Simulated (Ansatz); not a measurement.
Reaction (ligand exchange at the Al–Se bond): `[NH2][AlH][SeH]` + CH₃OH → `C[O][AlH][NH2]` + H₂Se

Gas-phase electronic energies from Ansatz, PBE0-D4/def2-TZVP geometries. CCSD(T)/CBS adds triple-zeta CCSD(T) − MP2 to the extrapolated MP2 energy (def2 sets, frozen cores). This one scheme is used for every species. For Se outer-core shells are correlated without core-valence functions, which leaves a few kJ/mol of doubt a bond. Scalar relativity is left out up to krypton. Each species was taken in one conformer, which may not be the lowest.

```
          species  HF/def2-SVP energy (Eh)
`[NH2][AlH][SeH]`              -2698.20507
            CH₃OH               -114.95431
 `C[O][AlH][NH2]`               -412.46081
             H₂Se              -2400.70527
```

Question: Work out ΔE.

Answer: ΔE = (-412.46081) + (-2400.70527) − (-2698.20507) − (-114.95431) = -0.00670 Eh = -4.2 kcal/mol. CCSD(T)/CBS gives -1.9 kcal/mol.

Largest T1 diagnostic among the species: 0.011.

In def2-TZVPP, CCSD(T) changes the Hartree–Fock value by +0.7 kcal/mol (the triples alone add +0.3 kcal/mol) and MP2 by +1.1 kcal/mol. Leaving LDA and LC-ωPBE aside and taking each functional with its dispersion term where it has one, the values, not all of them listed here, spread over 4.6 kcal/mol, from CAM-B3LYP-D4 to HSE06-D4. LDA lies −1.3 kcal/mol from PBE without D4. At CCSD(T), def2-SVP lies −2.9 kcal/mol from the extrapolated value and def2-TZVPP −0.9 kcal/mol.
